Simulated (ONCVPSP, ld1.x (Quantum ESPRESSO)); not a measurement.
Potentials for silicon (Si) compared

Generated with ld1.x 7.5 (TM, RRKJ, ultrasoft, PAW), atompaw 4.2 or ONCVPSP 4.0.1. The cutoff is in Ry: for ld1.x and atompaw files where the sum of valence levels is converged to 10 mRy in a Bessel basis, for ONCV files where the hardest occupied wave has 1 mHa per electron of residual kinetic energy. The error is the largest all-electron minus pseudo excitation energy over each file’s own four to seven test configurations (ionisations up to +4, promotions, holes and added fractions of an electron), all of which were solved. The labels leave out finer settings (local radius, basis sizes, second energies), which also bear on the numbers. Spin-polarised tests are not counted. The rows are a selection from randomly drawn settings: files with unsolved tests, undetermined cutoffs or missed reference levels are left out.

```csv
potential,cutoff (Ry),largest error (meV),bound ghosts
"ONCV, LDA (Perdew-Zunger), scalar-relativistic, rc 1.10/0.80/0.85 (spd), local smoothed, core correction yes, reference 2s2 2p6 3s2 3p1, qcut 12.5/19.4/10.1, projectors 2/3/1",266,-9.9,none
"TM, PBE, scalar-relativistic, rc 1.65/1.95/2.10 (spd), local s, core correction yes, reference 3s1 3p3",12,+9.2,none
"TM semilocal, PBEsol, scalar-relativistic, rc 1.40/1.60/1.30 (spd), local s, core correction no, reference 3s2 3p2",35,+75,none
"RRKJ, Wu–Cohen, scalar-relativistic, rc 1.20/2.15 (sp), local s, core correction yes, reference 3s2 3p0.5",50,-43,none
```

(1) Fill in the row for Si: ONCV, PBEsol, scalar-relativistic, rc 0.75/0.95/1.00 (spd), local smoothed, core correction yes, reference 2s2 2p6 3s2 3p1, qcut 16.8/11.2/10.3, projectors 2/2/1.

(2) Fill in the row for Si: TM, LDA (PZ), non-relativistic, rc 1.75/1.50/1.35 (spd), local s, core correction no, reference 3s2 3p0.5.

Answers

(1) cutoff 259 Ry, largest error -6.2 meV, bound ghosts: none.

(2) cutoff 30 Ry, largest error +19 meV, bound ghosts: none.
